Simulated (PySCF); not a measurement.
C4H5FSi, SMILES C#C/C=C\[SiH2]F.

Geometry optimised at ωB97X-D3(BJ)/def2-SVP. The structure was generated by enumeration; whether it is a known compound was not checked. One conformer was computed; it need not be the lowest.

Two levels are set side by side: TDA-PBE/def2-SVPD (PySCF) and TDA-M06-2X/def2-SVPD (PySCF). Vertical, same geometry. The lowest singlet is HOMO−1→LUMO 100 % with PBE and HOMO−1→LUMO 83 % with the other functional; states are paired by order. Differences are taken from unrounded values.

```csv
quantity,TDA-M06-2X
lowest singlet excitation (eV),5.20
lowest triplet excitation (TDA) (eV),3.65
first bright state (f over 0.05) (eV),5.82
its oscillator strength,0.30
```

Question: What does TDA-PBE give, and how far is it from TDA-M06-2X? (The exact figures need the calculation; the answer reports its results.)

Answer: 
```
quantity                               TDA-PBE  TDA-PBE minus TDA-M06-2X
-------------------------------------  -------  ------------------------
lowest singlet excitation (eV)            4.74                     -0.46
lowest triplet excitation (TDA) (eV)      3.28                     -0.37
first bright state (f over 0.05) (eV)     5.29                     -0.52
its oscillator strength                   0.21                     -0.09
```

A lower first singlet is the usual sign of a functional without exact exchange. Differences between two approximate levels are no errors against the true value.

Rough cost on one machine, each run with all the roots and properties that it gave: TDA-M06-2X against TDA-PBE about 7 times.
